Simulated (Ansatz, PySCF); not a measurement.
Pair of molecules: H2O (SMILES O) (first 3 atoms) with SiH4 (SMILES [SiH4]); geometry from B3LYP-D3(BJ)/def2-TZVP.
(charge 0, multiplicity 1):
```xyz
8

O      0.4646     0.3123     0.3475
H      0.0730    -0.4695    -0.0562
H     -0.1175     1.0418     0.1095
Si    -0.2013    -0.1066     3.3799
H     -0.5898    -1.3214     2.6293
H     -0.5635    -0.3114     4.8052
H     -0.9563     1.0638     2.8793
H      1.2532     0.1270     3.2860
```

Interaction energies are E(AB) − E(A) − E(B) at the monomers' geometry in the complex; basis-set methods are counterpoise corrected. Rows marked so take none.

Rows in 6-31G* carry no dispersion term and start afresh at each structure (6-31G* with six Cartesian d functions).

Programs: Ansatz (a quantum-chemistry and plane-wave program) with Gaussian orbitals; PySCF for 6-31G* rows, the dispersion terms. Each number belongs to the level named beside it.

Task: One of these levels gives -50.1 meV for the interaction energy. Which?
(A) BLYP/def2-TZVPPD
(B) revPBE-D4/def2-TZVPPD
(C) HF/6-31G* (no counterpoise)
(D) B3LYP/6-31G* (no counterpoise)

Result: B, revPBE-D4/def2-TZVPPD. The others give -74.1 (HF/6-31G* (no counterpoise)), 10.0 (BLYP/def2-TZVPPD), -129.8 (B3LYP/6-31G* (no counterpoise))
